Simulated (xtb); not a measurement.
C₅H₇N, SMILES C#C/C=N/CC. All values are semi-empirical tight-binding results from xtb (GFN2-xTB unless named), good for trends rather than for accurate numbers. Geometry: GFN2-xTB. The structure was generated by enumeration; whether it is a known compound was not checked. One conformer was computed; it need not be the lowest.

Estimate the properties. (Estimate from the structure and the level; the computed values follow.)


- orbital gap: 3.04 eV
- dipole moment: 1.31 D
- zero-point energy: 64.8 kcal/mol
- G − E(el) at 298.15 K (modified RRHO): 45.4 kcal/mol
- static polarisability (D4 model): 64.7 bohr³
- solvation energy, GFN2-xTB/ALPB(water): -2.6 kcal/mol
- solvation energy, GFN2-xTB/ALPB(acetonitrile): -5.8 kcal/mol

Computed IR lines (harmonic; lines under 4 % of the strongest left out, lines within 3 cm⁻¹ merged):
ν (cm⁻¹): 87 (w), 653 (w), 666 (w), 836 (w), 946 (w), 1166 (m), 1305 (m), 1333 (w), 1464 (w), 1710 (m), 2250 (w), 2774 (s), 2812 (vs), 2936 (m), 3036 (m), 3041 (m), 3054 (m), 3390 (w) (against the strongest line: vs over 80 %, s over 45 %, m over 15 %, w over 4 %, vw less)
